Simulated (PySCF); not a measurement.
Ge(H)(Br)(Me)2 (C₂H₇BrGe), SMILES [CH3][GeH]([CH3])[Br]. Coordinates come from a PBE0-D3(BJ)/def2-SVP optimisation.

Calculation: PBE0-D3(BJ)/def2-SVP (PySCF).

Harmonic wavenumbers (cm⁻¹): 128, 133, 141, 158, 179, 296, 599, 612, 632, 667, 755, 842, 853, 859, 1251, 1257, 1422, 1427, 1428, 1438, 2151, 3066, 3067, 3177, 3178, 3192, 3192. Rotational constants (GHz): 4.661, 1.570, 1.307; symmetry number 1.

Q: Work out the zero-point energy and the ideal-gas rigid-rotor harmonic-oscillator thermochemistry at 298.15 K and 1 atm.

A: ZPE = ½ Σ hcν = ½ × 36101 cm⁻¹ = 51.61 kcal/mol. H − E(el) = 56.86 kcal/mol. Entropy in cal/(mol K): translation 41.53, rotation 27.91, vibration 17.52, total 86.96. G − E(el) = 30.93 kcal/mol. Cp = 26.22 cal/(mol K). Modes under 150 cm⁻¹ make the vibrational entropy uncertain.
